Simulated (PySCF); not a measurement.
C2H5ClSi. Atoms are numbered in the order given.

```xyz
9

Si    -0.3870     1.6775     0.0000
C      1.1061     0.5349     0.0000
C      1.0080    -0.7947     0.0000
Cl    -0.5239    -1.6100     0.0000
H     -1.2204     1.4504     1.2145
H     -1.2204     1.4504    -1.2145
H      0.0993     3.0875     0.0000
H      2.1242     0.9418     0.0000
H      1.8559    -1.4865     0.0000
```

The structure is a stationary point at ωB97X-D3(BJ)/def2-SVP. The structure was generated by enumeration; whether it is a known compound was not checked.

Calculation: KT2/pcSseg-1 (PySCF).

GIAO shieldings, no solvent; atoms alike by connectivity are averaged. δ = σ(ref) − σ: ²⁹Si against TMS (σ = 361.9 ppm); ¹³C against TMS (σ = 185.1 ppm); ³⁵Cl against HCl (σ = 945.4 ppm); ¹H against TMS (σ = 31.47 ppm), references at their B3LYP-D3(BJ)/def2-TZVP geometries, non-relativistic (without spin–orbit terms, shifts of atoms bonded to Cl or Br come out too high).

```tsv
nucleus	atoms	count	δ (ppm)
²⁹Si	Si1	1	-86.2
¹³C	C3	1	145.1
¹³C	C2	1	119.2
³⁵Cl	Cl4	1	283.7
¹H	H9	1	7.07
¹H	H8	1	6.02
¹H	H5, H6, H7	3	4.45
```
